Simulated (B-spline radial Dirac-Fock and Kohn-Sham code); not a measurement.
Radiative decay of the 2p1/2 hole in Tb⁺

System: the Tb⁺ ion, [Xe] 4f9 6s1.

Calculated with an atomic code on a B-spline grid, using independent-particle radiative and Coulomb Auger rates from relativistic LDA hole-state orbitals, with Dirac-Fock energies.

| line | multipole | energy (eV) | width (meV) | share (%) |
| --- | --- | --- | --- | --- |
| L2-M1 | E1 | 6285.5 | 15.5 | 2.14 |
| L2-M3 | E2 | 6639.6 | 0.383 | 0.0528 |
| L2-M4 | E1 | 6978.6 | 601 | 82.8 |
| L2-N1 | E1 | 7847.2 | 3.77 | 0.519 |
| L2-N4 | E1 | 8091.8 | 104 | 14.4 |
| L2-O1 | E1 | – | 0.642 | 0.0884 |

The listed lines hold 100.0 % of the radiative rate. A dash stands for an energy that rests on an unreliable hole state. The radiative width is 0.726 eV in the length form and 0.741 eV in the velocity form; the two differ because the transition energies are not eigenvalue differences of the potential that gave the orbitals.
